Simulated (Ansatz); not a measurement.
`FC1=N[SiH]1Cl` → C• + Cl• + F• + H• + N• + Si•  (atomization)

Gas-phase electronic energies from Ansatz, PBE0-D4/def2-TZVP geometries. CBS: MP2 limit from def2 TZ/QZ plus the TZ coupled-cluster correction, frozen cores. This one scheme is used for every species, atoms too. DFT in def2-TZVPP. No spin–orbit coupling; open shells (•) take unrestricted orbitals. Spin–orbit coupling would lower the free atoms: a little for C, Cl, F, Si.

```json
{"level": "BHLYP-D4", "ΔE (kJ/mol)": "2089.0"}
{"level": "CCSD(T)/def2-TZVPP", "ΔE (kJ/mol)": "2129.4"}
```

(1) What does CCSD(T)/CBS give? (An estimate is asked.)

Largest T1 diagnostic among the species: 0.014.

Results:

(1) Computed: +2218.7 kJ/mol. The listed levels differ from it by -129.7, -89.3 kJ/mol.

In def2-TZVPP, CCSD(T) changes the Hartree–Fock value by +719.7 kJ/mol (the triples alone add +66.7 kJ/mol) and MP2 by +827.9 kJ/mol; breaking electron pairs costs correlation energy, which Hartree–Fock lacks. The D4 term adds +24.4 kJ/mol with B3LYP and +12.6 kJ/mol with PBE0; it sums over pairs of atoms, weighted by their polarisabilities, and B3LYP, whose exchange is more repulsive, gets the larger term.

B3LYP here is the variant with VWN-RPA as its local correlation; programs differ in this.

For atomizations the MP2-based limit and the directly extrapolated one differ by several kJ/mol either way, and by 10 to 25 for some Ge, Se and Sn compounds, so smaller differences from it don't rank the levels.
